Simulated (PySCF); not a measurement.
Geometry (Å), atoms numbered from 1 in this order:
```xyz
10

Si    1.1606   -0.0875    0.2937
O    -0.1777    0.7507    0.8574
C    -1.4323    0.2606    1.1171
C    -2.1104   -0.6658    0.2495
N    -1.6258   -1.2065    1.2828
H     2.1905    0.9593    0.0626
H     1.6522   -1.0870    1.2851
H     0.8468   -0.7878   -0.9899
H    -1.9738    0.9237    1.8018
H    -2.6391   -0.9754   -0.6573
```

- geometry: PBE0-D3(BJ)/def2-SVP
- shieldings: GIAO PBE0/pcSseg-1
- program: PySCF 2.14
- no relativistic terms, equivalent nuclei averaged, isolated molecule, a single conformation

Referencing at the same level of theory: TMS for ¹³C, ¹H, ²⁹Si; ¹⁷O vs H2O; ¹⁵N vs NH3.

```csv
atoms,nucleus,count,δ (ppm)
C3,¹³C,1,57.0
Si1,²⁹Si,1,-40.2
C4,¹³C,1,?
N5,¹⁵N,1,?
H6/H7/H8,¹H,3,4.50
H9,¹H,1,4.21
O2,¹⁷O,1,49.1
H10,¹H,1,11.25
```

Q: Estimate the values marked ?.

A: 
- C4: 194.1 ppm, C=N carbon
- N5: 401.3 ppm, imine nitrogen

Shifts are as computed. Against solution values, carbons near 30 ppm lie about +2 ppm off and those near 130 ppm about +5 ppm. Of 1211 compounds with measured shifts, 218 miss one by over three times the rms of a fit or turn the order of signals round; such compounds aren't used in these exercises. Experimental scales use liquid or dissolved standards, which lie at an offset from isolated NH3 (liquid NH3: subtract about 20 ppm) and H2O (liquid H2O: subtract about 36 ppm). Unscaled 15N shifts of sp2 nitrogen come out 20 to 40 ppm too high even then.
